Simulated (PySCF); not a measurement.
# Relaxation of singlet In₃Te⁺

All numbers come from PySCF, PBE0, basis Te def2-TZVP with ECP28, In def2-TZVP with ECP28 (scalar-relativistic core potentials, no spin–orbit coupling, density fitting). A (50,194) grid was used.

A hand-made trigonal pyramidal start, of C3v symmetry, held to at least that symmetry:

```xyz
4
charge 1 multiplicity 1, angstrom
Te    0.0000    0.0000   -0.9289
In    2.4055    0.0000    0.3501
In   -1.2028    2.0832    0.3501
In   -1.2027   -2.0832    0.3501
```

(1) What does it relax to?

(2) How much energy is released, and in how many steps?

## Answers

(1) It ends at D3h with Te–In 2.945 Å (×3); In–Te–In 120.0° (×3). A frequency run shows a minimum. Other isomers or separated fragments may lie lower.

(2) 66.2 kJ/mol in 15 steps.

The relaxation took roughly 16 core-minutes on a shared host.
